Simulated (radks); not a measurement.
Values are calculated unless marked as measured or tabulated.
Effect of the nuclear size on neutral vanadium, [Ar] 3d3 4s2. Code: a radial shooting solver on a logarithmic mesh with Libxc functionals. Model: Dirac Kohn-Sham, relativistic LDA (MacDonald-Vosko exchange, VWN5 correlation), spin-unpolarised, spherical densities, finite nucleus; open shells are shared between the two j in proportion to 2j + 1; Fermi nuclear charge, rms radius 3.6002 fm. The rms radius is varied about that value; shifts are against it.

rms radius (fm),total energy shift (eV),density at nucleus (e/bohr^3),1s1/2 shift (meV),2s1/2 shift (meV),3s1/2 shift (meV)
3.1934,-0.0126,9832,-5.32,-0.452,-0.060
3.3878,-0.00676,9813,-2.85,-0.242,-0.032
3.6002,0,9793,0.000,0.000,0.000
3.935,0.0115,9764,4.84,0.411,0.055
4.3022,0.0252,9735,10.6,0.902,0.120

Slopes of the eigenvalues against <r^2> in GHz/fm^2, as finite differences over the two radii next to the reference (eigenvalue slopes, not the field-shift constants of lines): 1s1/2 464, 2s1/2 39.4, 3s1/2 5.26.
